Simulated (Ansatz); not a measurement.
Relaxation of AlFH$_{6}$OSi (10 atoms, charge 0, multiplicity 1), to a largest force component of 0.03 eV/Å in at most 50 steps.

Method: Ansatz, RKS PBE0/def2-SVP.

```xyz
10
Properties=species:S:1:pos:R:3
Si -0.236 -0.105 -0.428
H -0.219 0.704 2.112
H 0.822 -0.846 0.297
H -0.022 1.361 -0.431
F -0.170 -0.580 -1.981
O -1.755 -0.478 0.126
Al -3.283 -1.239 0.057
H -3.359 -2.790 -0.239
H -4.541 -0.317 0.317
H -0.866 0.446 1.936
```

**Question.** Where does it end, and by what steps?

**Answer.** The run converged. The force dipped under the threshold on the way, but the program's further checks kept it going. After 28 steps the energy has fallen by 0.176 eV; H9 moved furthest, 1.19 Å.

```
step  energy less start (eV)  largest force component (eV/Å)  accepted
   0                  0.0000                           1.576       yes
   1                 -0.1093                           0.444       yes
   2                 -0.1454                           0.236       yes
   3                 -0.1560                           0.136       yes
   4                 -0.1642                           0.160       yes
   5                 -0.1663                           0.108       yes
   6                 -0.1682                           0.031       yes
   7                 -0.1687                           0.070       yes
   8                 -0.1690                           0.144       yes
   9                 -0.1694                           0.059       yes
  10                 -0.1700                           0.004       yes
  11                 -0.1695                           0.168        no
  12                 -0.1708                           0.043       yes
  13                 -0.1677                           0.194        no
  14                 -0.1714                           0.037       yes
  15                 -0.1718                           0.042       yes
  16                 -0.1722                           0.063       yes
  17                 -0.1726                           0.064       yes
  18                 -0.1735                           0.055       yes
  19                 -0.1733                           0.080        no
  20                 -0.1739                           0.036       yes
  21                 -0.1747                           0.038       yes
  22                 -0.1750                           0.052       yes
  23                 -0.1753                           0.032       yes
  24                 -0.1758                           0.021       yes
  25                 -0.1757                           0.067        no
  26                 -0.1761                           0.021       yes
  27                 -0.1763                           0.050       yes
  28                 -0.1765                           0.025       yes
```

```xyz
10
Properties=species:S:1:pos:R:3
Si -0.167 -0.277 -0.685
H -0.561 1.185 2.770
H 0.861 -0.888 0.197
H -0.012 1.195 -0.812
F 0.039 -0.906 -2.167
O -1.663 -0.641 -0.141
Al -3.240 -1.275 0.041
H -3.773 -2.304 -1.036
H -4.059 -0.775 1.298
H -1.054 0.841 2.302
```

Whether the end is a true minimum wasn't checked by a vibrational analysis.

Run time: 58 s on 2 threads of Arm Neoverse V2, on a shared host, peak memory 0.18 GiB.
